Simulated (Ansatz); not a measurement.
Geometry optimisation, RKS PBE-D4/def2-SVP (Ansatz).

input.yaml

```yaml
crystal:
  periodic: [false, false, false]
  atoms:
    - { symbol: W, position_ang: [-0.419712, -0.420083, 0.340687] }
    - { symbol: F, position_ang: [0.100718, 0.094681, 2.063987] }
    - { symbol: H, position_ang: [1.115842, -0.03316, -0.141926] }
    - { symbol: H, position_ang: [-0.083428, 1.116309, -0.180973] }
    - { symbol: H, position_ang: [-1.74284, 0.301715, -0.464897] }
    - { symbol: H, position_ang: [0.300423, -1.741164, -0.469833] }
    - { symbol: H, position_ang: [-0.107676, -0.135565, -1.304652] }
    - { symbol: H, position_ang: [1.553875, 1.616653, 1.092634] }
    - { symbol: H, position_ang: [1.587198, 1.601214, 1.812173] }
basis:
  gaussian: { orbitals: def2-SVP }
hamiltonian:
  xc: pbe
  dispersion: d4
relax:
  f_tol: 0.03
  max_steps: 50
output:
  orbitals: {}
```

Launched with:

```bash
$ ansatz run input.yaml --threads 1 --pin off --max-ram 2048MiB --backend cpu --events-out ev --progress --plain --runs-dir out
```

Problem. Where does it end, and by what steps?

Solution. It converged. The force dipped under the threshold on the way, but the program's further checks kept it going. After 30 steps the energy has fallen by 0.301 eV; H8 moved furthest, 1.62 Å.

| step | energy less start (eV) | largest force component (eV/Å) | accepted |
| --- | --- | --- | --- |
| 0 | 0.0000 | 1.810 | yes |
| 2 | -0.2360 | 0.380 | yes |
| 4 | -0.2749 | 0.084 | yes |
| 6 | -0.2800 | 0.230 | yes |
| 8 | -0.2820 | 0.325 | yes |
| 10 | -0.1844 | 1.399 | no |
| 12 | -0.2896 | 0.110 | yes |
| 14 | -0.2942 | 0.056 | yes |
| 16 | -0.2956 | 0.035 | yes |
| 18 | -0.2970 | 0.078 | yes |
| 20 | -0.2980 | 0.036 | yes |
| 22 | -0.2993 | 0.047 | yes |
| 24 | -0.3001 | 0.073 | yes |
| 26 | -0.3008 | 0.042 | yes |
| 28 | -0.3010 | 0.053 | yes |
| 30 | -0.3012 | 0.026 | yes |

```xyz
9
Properties=species:S:1:pos:R:3
W -0.543 -0.547 0.216
F 0.222 0.231 1.771
H 0.913 -0.241 -0.512
H -0.249 0.911 -0.515
H -1.959 0.072 -0.509
H 0.092 -1.958 -0.503
H -0.475 -0.485 -1.476
H 2.419 2.485 2.156
H 1.883 1.934 2.120
```

Whether the end is a true minimum wasn't checked by a vibrational analysis.

The run took 89 s on 1 thread of Arm Neoverse V1, on a shared host, peak memory 0.14 GiB.
